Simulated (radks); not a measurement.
Values are calculated unless marked as measured or tabulated.
Neutral technetium, [Kr] 4d5 5s2. Code: a radial shooting solver on a logarithmic mesh with Libxc functionals. Model: non-relativistic Kohn-Sham, r2SCAN, spin-polarised, spherical densities, point nucleus; meta-GGA in the generalised Kohn-Sham scheme. Every spin shell is full or empty, so the densities are truly spherical. Functionals are evaluated on that one density, not self-consistently. Rank these exchange functionals by their error against the exact value of the orbitals, and give that value: LDA, PW91, OPTX, WC, SOGGA, G96, EV93, r2SCAN, Tao-Mo, TASK.

Answer. Exact: -124.339 hartree. From best to worst, with 100 (|E| - |E exact|)/|E exact| (equal figures are ties): PW91 +0.01, r2SCAN -0.06, EV93 -0.17, G96 +0.33, Tao-Mo -0.75, WC -0.91, OPTX +1.06, TASK -2.34, SOGGA -2.40, LDA -5.17.
